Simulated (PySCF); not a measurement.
Zr(F)4 anion (F4Zr), SMILES [F][Zr]([F])([F])[F] (connectivity only; charge and spin as stated), charge -1, multiplicity 2. The structure is a stationary point at PBE0-D3(BJ)/def2-SVPD. The multiplicity is an assumed one; other spin states were not compared. The isomer is the one that the SMILES or the coordinates give; other isomers of the formula were not compared. The def2 effective core potentials stand for the cores of Zr; spin–orbit coupling is left out.

Method: PySCF with PBE0-D3(BJ)/def2-SVPD.

Harmonic wavenumbers (cm⁻¹): 98, 116, 150, 150, 195, 532, 554, 568, 568. Rotational constants (GHz): 3.094, 3.094, 1.864; symmetry number 4.

Task: Work out the zero-point energy and the ideal-gas rigid-rotor harmonic-oscillator thermochemistry at 298.15 K and 1 atm.

Result: ZPE = ½ Σ hcν = ½ × 2931 cm⁻¹ = 4.19 kcal/mol. H − E(el) = 9.10 kcal/mol. Entropy in cal/(mol K): translation 41.25, rotation 24.54, vibration 16.32, spin 1.38, total 83.48. G − E(el) = -15.79 kcal/mol. Cp = 22.00 cal/(mol K). Modes under 150 cm⁻¹ make the vibrational entropy uncertain.
